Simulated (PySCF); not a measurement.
Identify the unknown among the candidates.

All candidates are C7H11N.

| technique | computed result |
| --- | --- |
| Dipole | 1.60 D [PBE0/def2-SVPD] |
| NMR, other nuclei | isotropic shieldings of nuclei other than C and H, by class: 217 (1 N) ppm [GIAO PBE0/pcSseg-1] |
| Triplet | lowest triplet excitation (Tamm–Dancoff): 5.12 eV [TDA PBE0/def2-SVPD] |
| Rotational structure | rotational constants A, B, C: 2.978, 1.352, 1.033 GHz [GFN2-xTB] |
| 13C NMR | chemical shifts (computed TMS as zero) by class: 84.6 (1 C), 83.9 (1 C), 51.7 (1 C), 37.8 (1 C), 25.8 (1 C), 17.0 (1 C), 4.7 (1 C) ppm [GIAO PBE0/pcSseg-1] |
| 1H NMR | chemical shifts (computed TMS as zero) by class: 3.09 (1 H), 2.30 (1 H), 2.05 (1 H), 2.00 (3 H), 1.83 (1 H), 1.27 (3 H), 1.19 (1 H) ppm [GIAO PBE0/pcSseg-1] |
| UV, first state | lowest singlet excitation: 5.97 eV (208 nm, f = 0.014) [TDDFT PBE0/def2-SVPD] |
| Polarisability | 90.3 au [PBE0/def2-SVPD] |

Electronic properties: PySCF, gas phase, density fitting. Levels stand in brackets. Isolated species at its GFN2-xTB geometry (one conformer only). Each NMR value is the plain mean over a class of atoms that symmetry, rotation or inversion makes alike.

Problem. Which candidate is it?
A. `[H]/N=C\[C@]12C[C@](C)(C1)C2`
B. `CC#C[C@@H]1CN1CC`
C. `C(=C\[C@H]1CN1)/C1CC1`

Solution. B. It is `CC#C[C@@H]1CN1CC`. Numbering: `[CH3:1][C:2]#[C:3][C@@H:4]1[CH2:5][N:6]1[CH2:7][CH3:8]`. Its formula, C7H11N, gives 3 degrees of unsaturation: 1 ring and 2 π bonds in the structure found. 7 carbons fall into 7 classes; from least to most shielded: alkyne carbon [C2] (84.6 ppm), alkyne carbon [C3] (83.9 ppm), chain sp3 carbon bound to nitrogen [C7] (51.7 ppm), ring sp3 carbon bound to nitrogen [C5] (37.8 ppm), ring sp3 carbon bound to nitrogen [C4] (25.8 ppm), methyl carbon [C8] (17.0 ppm), propargylic carbon [C1] (4.7 ppm). Hydrogen classes from least to most shielded: 1 H on an sp3 carbon bound to nitrogen, C7 (3.09 ppm), 1 H on an sp3 carbon bound to nitrogen, C4 (2.30 ppm), 1 H on an sp3 carbon bound to nitrogen, C7 (2.05 ppm), 3 H on a propargylic carbon, C1 (2.00 ppm), 1 H on an sp3 carbon bound to nitrogen, C5 (1.83 ppm), 3 H on a methyl carbon, C8 (1.27 ppm, a mean of values up to 0.6 ppm apart in this geometry), 1 H on an sp3 carbon bound to nitrogen, C5 (1.19 ppm). The other shieldings belong to: 217 ppm, tertiary amine nitrogen [N6]. The optimised geometry has point group C1 and is an asymmetric top.

The others, at the same levels:
- `[H]/N=C\[C@]12C[C@](C)(C1)C2` fails: it has 5 carbon classes against 7; its computed 13C shifts are 179.1 (1 C), 53.7 (3 C), 36.6 (1 C), 35.6 (1 C), 20.3 (1 C) ppm, 1H shifts are 11.01 (1 H), 8.26 (1 H), 1.53 (6 H), 1.31 (3 H) ppm and rotational constant A is 5.392 GHz (against 2.978 GHz).
- `C(=C\[C@H]1CN1)/C1CC1` fails: its computed 13C shifts are 142.9 (1 C), 141.0 (1 C), 32.8 (1 C), 26.9 (1 C), 18.8 (1 C), 9.2 (1 C), 9.1 (1 C) ppm, 1H shifts are 5.42 (1 H), 5.18 (1 H), 2.31 (1 H), 1.99 (1 H), 1.37 (1 H), 1.25 (1 H), 0.75 (1 H), 0.73 (1 H), 0.29 (1 H), 0.27 (1 H), 0.26 (1 H) ppm and lowest singlet excitation is 6.18 eV (201 nm, f = 0.315) (against 5.97 eV).

Each candidate is one conformer, not necessarily the lowest. Dipoles, sizes and rotational constants follow the conformer. The torsions of the flexible species, by atom-mapped SMILES:
- `[CH3:1][C:2]#[C:3][C@@H:4]1[CH2:5][N:6]1[CH2:7][CH3:8]`: C5–N6–C7–C8 -156°
- `[H]/[N:2]=[CH:3]\[C@:4]12[CH2:5][C@:6]([CH3:7])([CH2:8]1)[CH2:9]2`: N2–C3–C4–C5 -59°
- `[CH:1](=[CH:2]\[C@H:3]1[CH2:4][NH:5]1)/[CH:6]1[CH2:7][CH2:8]1`: C1–C2–C3–C4 142°, C2–C1–C6–C7 146°
